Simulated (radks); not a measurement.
The numbers below are computed, except where a source is named.
Task: Tl40+, 41 electrons, occupied as [Kr] 4d5. Level of theory: non-relativistic Kohn-Sham, TPSS, spin-polarised, spherical densities, point nucleus; open shells are filled with parallel spins first (spin-orbit coupling, left out, can overturn this in heavy ions); meta-GGA in the generalised Kohn-Sham scheme; relativity is left out, which matters for an element this heavy (a radial shooting solver on a logarithmic mesh with Libxc functionals). Some entries of the table are withheld. Estimate them.

orbital  occ.  eigenvalue (hartree)  <1/r> (bohr^-1)
1s down     1             -2896.725            80.46
1s up       1             -2896.724            80.46
2s up       1             -541.2552            18.96
2s down     1             -541.0148            18.97
2p up       3             -523.2468            19.00
2p down     3             -523.0683            19.00
3s up       1             -176.6213            7.464
3s down     1             -176.5380            7.471
3p up       3             -168.3088            7.414
3p down     3             -168.2075            7.417
3d up       5             -153.0495              (1)
3d down     5             -152.8548              (2)
4s up       1             -80.54297              (3)
4s down     1             -79.98406              (4)
4p up       3             -76.82309            3.607
4p down     3             -76.25751            3.596
4d up       5             -70.19694              (5)
4d down     0             -69.61957              (6)

Result: 
(1) 3d up <1/r> (bohr^-1): 7.330
(2) 3d down <1/r> (bohr^-1): 7.329
(3) 4s up <1/r> (bohr^-1): 3.663
(4) 4s down <1/r> (bohr^-1): 3.651
(5) 4d up <1/r> (bohr^-1): 3.500
(6) 4d down <1/r> (bohr^-1): 3.493
